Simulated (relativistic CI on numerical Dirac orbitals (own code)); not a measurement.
**Line list: Electric-dipole lines, Ir LXIV**

Computed by Dirac-Coulomb-Breit CI, separate exchange-only KLI orbitals for each configuration, model QED (radiative potential, 1s self-energy scaled to tabulated hydrogen-like ionisation energies), unscaled Slater integrals (own radial code, finite nucleus).

Configuration list (outside the closed core [Ne]): 3s²3p², 3s²3p3d, 3s3p³, 3s²3d², 3p⁴, 3s3p²3d, 3p²3d², 3s3p3d², 3p³3d, 3s²3d4s, 3s²3d4p, 3s3p3d4s, 3p³4s, 3s²3p4s, 3s3p3d4p, 3p³4p, 3s²3p4p, 3p²3d4s, 3s²3p4d, 3p²3d4p, 3s²3p4f, 3s3p²4s, 3s3p²4p, 3s3p²4d, 3s3p²4f, 3s²4s², 3s²3p5s, 3s²3p5p, 3s²4s4p, 3s²3p5d, 3s²3p5f, 3s²3p5g, 3s²4p², 3s3p4s², 3s3p²5s, 3s3p4s4p. Levels of other configurations are missing.

```csv
λ vac (Å),Lower,Upper,A (s⁻¹),log gf,S velocity/length
3.4133,3s²3p² ¹D2 [3],3s²3p4d ³F°3 [396],8.64e+13,0.02,0.98
3.4175,3s²3p² ³P0 [1],3s²3p4d ³D°1 [348],1.18e+14,-0.21,0.97
3.5196,3s²3p² ¹D2 [3],3s3p²4p ³D°3 [379],5.47e+13,-0.15,0.98
3.8235,3s3p³ ³P°2 [4],3s3p²4d ³D3 [363],1.30e+14,0.30,0.97
3.8256,3s²3p² ³P1 [2],3s²3p4d ³P°2 [349],1.16e+14,0.10,0.98
3.8332,3s²3p² ¹D2 [3],3s²3p4d ³F°3 [350],1.29e+14,0.30,0.98
3.8557,3s3p³ ³D°1 [5],3s3p²4d ³F2 [364],9.65e+13,0.03,0.97
4.0317,3s²3p3d ³F°2 [6],3s²3p4f ³G3 [355],2.55e+14,0.64,0.99
4.0406,3s3p²3d ³D1 [10],3s3p²4f ³F°2 [371],2.35e+14,0.46,0.97
4.0471,3s3p²3d ³D2 [11],3s3p²4f ³F°3 [372],2.50e+14,0.63,0.97
4.0841,3s²3p3d ³D°1 [7],3s²3p4f ³F2 [356],1.84e+14,0.36,0.99
4.1610,3s²3p3d ³F°3 [9],3s²3p4f ³G4 [358],2.62e+14,0.79,0.99
4.1633,3s²3p3d ³P°2 [8],3s²3p4f ³D3 [357],2.42e+14,0.64,0.98
4.1660,3s3p²3d ³D3 [14],3s3p²4f ³F°4 [375],2.67e+14,0.80,0.98
4.1763,3s3p²3d ³F2 [15],3s3p²4f ³G°3 [377],2.56e+14,0.67,0.97
17.554,3s²3p3d ³P°2 [8],3s²3d² ³P1 [69],5.56e+12,-0.11,0.94
17.647,3s²3p² ³P0 [1],3s²3p3d ³D°1 [7],6.58e+12,-0.04,1.02
17.675,3s²3p3d ³P°2 [8],3s²3d² ³P2 [67],4.31e+12,0.00,0.99
17.700,3s²3p² ³P1 [2],3s²3p3d ³P°1 [24],5.08e+12,-0.15,1.01
17.707,3s²3p² ³P1 [2],3s²3p3d ³D°2 [23],2.02e+12,-0.32,1.03
17.720,3s3p²3d ³D2 [11],3s3p3d² ³D°2 [79],5.78e+12,0.13,0.93
17.745,3s²3p3d ³F°3 [9],3s²3d² ¹G4 [66],4.02e+12,0.23,1.00
17.832,3s3p²3d ³D3 [14],3s3p3d² ³F°4 [99],3.98e+12,0.23,0.96
17.847,3s3p³ ³D°1 [5],3s3p²3d ³D1 [43],5.88e+12,-0.07,1.01
17.872,3s3p²3d ³F2 [15],3s3p3d² ³G°3 [101],3.29e+12,0.04,0.95
17.896,3s3p³ ³P°2 [4],3s3p²3d ³D2 [40],4.43e+12,0.03,1.01
17.926,3s3p²3d ³F2 [15],3s3p3d² ³F°2 [100],4.16e+12,0.00,0.93
17.959,3s²3p² ¹D2 [3],3s²3p3d ³D°2 [23],4.98e+12,0.08,1.01
18.012,3s3p²3d ³D3 [14],3s3p3d² ⁵D°3 [97],4.14e+12,0.15,0.95
18.027,3s²3p3d ³F°3 [9],3s²3d² ³F3 [65],3.42e+12,0.07,1.01
18.098,3s3p³ ³P°2 [4],3s3p²3d ³D3 [38],2.91e+12,0.00,1.03
18.111,3s²3p² ¹D2 [3],3s²3p3d ³F°3 [22],3.12e+12,0.03,1.04
18.446,3s²3p3d ³D°1 [7],3s²3d² ³F2 [50],4.91e+12,0.10,1.01
19.017,3s²3p3d ³F°3 [9],3s3p²3d ³D2 [63],2.80e+12,-0.12,0.98
19.034,3s²3p3d ³F°4 [26],3s3p²3d ³F4 [137],3.79e+12,0.27,1.00
19.093,3s²3p3d ³D°2 [23],3s3p²3d ³F2 [125],5.28e+12,0.16,0.99
19.228,3s²3p3d ³F°2 [6],3s3p²3d ³D1 [42],3.70e+12,-0.21,0.98
19.250,3s²3p² ¹D2 [3],3s3p³ ³S°1 [21],3.44e+12,-0.24,0.98
19.273,3s²3p3d ³F°2 [6],3s3p²3d ³G3 [41],3.13e+12,0.09,1.01
19.298,3s²3p3d ³F°3 [22],3s3p²3d ³F3 [122],4.31e+12,0.23,1.00
19.653,3s²3p² ¹D2 [3],3s3p³ ¹D°2 [19],1.85e+12,-0.27,0.99
19.830,3s²3p3d ³D°1 [7],3s3p²3d ³F2 [44],2.38e+12,-0.15,1.02
19.846,3s²3p3d ³F°3 [9],3s3p²3d ³F4 [56],1.41e+12,-0.13,1.00
19.909,3s²3p3d ³P°2 [8],3s3p²3d ³D3 [55],2.15e+12,-0.05,1.00
34.406,3s²3p² ³P2 [12],3s²3p3d ³D°3 [28],7.45e+11,-0.03,1.06
```

Terms are leading LS components. Brackets give the number of a level in order of energy, since labels repeat. The list gives strong lines, with weight on those to low levels, among the lowest 400 of 1108 levels, so that lines to higher ones, which can be the strongest, are missing. Levels whose partners in the same complex of configurations lie outside the list can be far off, and so can their lines. Rates are taken at the computed energies, electric ones in the length gauge. A velocity-to-length ratio far from 1 marks an uncertain rate.

At this charge energies of transitions that change n are usually good to better than 1 %, and those within a shell (Δn = 0) to a few per cent.

Question: From the table, what is the radiative lifetime of 3s²3p3d ³D°2?

Answer: The listed rates from this level add up to about 7.01e+12 s⁻¹, 100 % of its decay; with all channels τ = 1.43e-13 s.

LS names give the leading component of a level, which can be under half, so a name can repeat, a term be missing and a line seem to break the LS rules.
